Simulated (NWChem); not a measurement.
Species: C4H5F; SMILES C#C[C@H](C)F

```xyz
10

C      0.0480    -2.2201    -0.1286
C      0.0590    -1.0198     0.0994
C      0.0531     0.4203     0.3798
C     -1.1870     1.1225    -0.1640
F      1.1914     1.0168    -0.1748
H      0.0446    -3.2818    -0.3331
H      0.1176     0.5655     1.4841
H     -1.2481     0.9865    -1.2610
H     -2.1042     0.7062     0.2962
H     -1.1304     2.2047     0.0631
```
Atoms are numbered in this order, from 1.

Program: NWChem. Structure relaxed at the PBE-D3(BJ)/def2-SVP level. Level: PBE/def2-SVP with SMD (1 M gas to 1 M solution), gas-phase geometry.

Q: Estimate the computed values for solvent ethylene glycol. Quantities: solvation free energy (kcal/mol); cavity-dispersion-structure term (kcal/mol); dipole in solution (D).

A: 
```json
{
  "solvation free energy (kcal/mol)": "-1.1",
  "cavity-dispersion-structure term (kcal/mol)": "4.0",
  "dipole in solution (D)": "2.12"
}
```
